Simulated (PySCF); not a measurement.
## MgGa⁻ at ROHF

Computed with ROHF; PySCF, no relativity, basis sets Mg aug-pcseg-1, Ga aug-pcseg-1.

```
state                                                                                                              : ³Σ⁻ (triplet), unpaired electrons π ↑↑
bond length                                                                                                        : 3.052 Å
harmonic wavenumber                                                                                                : 109 cm⁻¹
force constant                                                                                                     : 0.125 mdyn/Å
rotational constant Be                                                                                             : 0.1017 cm⁻¹
anharmonicity ωexe                                                                                                 : 1.74 cm⁻¹
vibration–rotation constant αe                                                                                     : 0.00185 cm⁻¹
bond order (Mayer)                                                                                                 : 0.58
dipole moment (positive dipole points towards Ga; it is taken about the centre of mass and depends on that origin) : 1.18 D
```

Spin–orbit coupling is left out. UHF is strongly spin-contaminated for MgGa⁻, so the ROHF reference used there is far from stable. Hartree–Fock leaves out correlation, which carries a large part of most bond energies and some tenths to 1 eV of ionisation energies. The state was picked by a PBE0 search and need not be the measured ground state.
